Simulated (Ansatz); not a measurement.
Computed with Ansatz on PBE0-D4/def2-TZVP structures; ΔE is electronic, products minus reactants. CBS: MP2 limit from def2 TZ/QZ plus the TZ coupled-cluster correction, frozen cores. Functionals use def2-TZVPP. B3LYP here is the variant with VWN-RPA as its local correlation; programs differ in this. Each species was taken in one conformer, which may not be the lowest.

Reaction (isomerisation): `CBC[SiH2]F` → `CB[SiH](C)F`

```csv
level,ΔE (kJ/mol),difference from CCSD(T)/CBS
B2PLYP,48.4,0.0
PBE0,43.7,-4.7
B3LYP,44.6,-3.8
SCS-MP2/def2-TZVPP,52.7,4.3
CCSD/def2-TZVPP,48.3,-0.1
CCSD(T)/def2-TZVPP,48.8,0.4
MP2/def2-QZVPP,55.2,6.8
SCS-MP2/def2-QZVPP,52.5,4.1
MP2/CBS(def2),54.8,6.4
CCSD/CBS(def2),47.9,-0.5
CCSD(T)/CBS,48.4,0
```

Largest T1 diagnostic among the species: 0.011.

CCSD(T)/CBS has its own doubt, a few kJ/mol and more with outer-core shells, so smaller differences from it don't rank the levels.
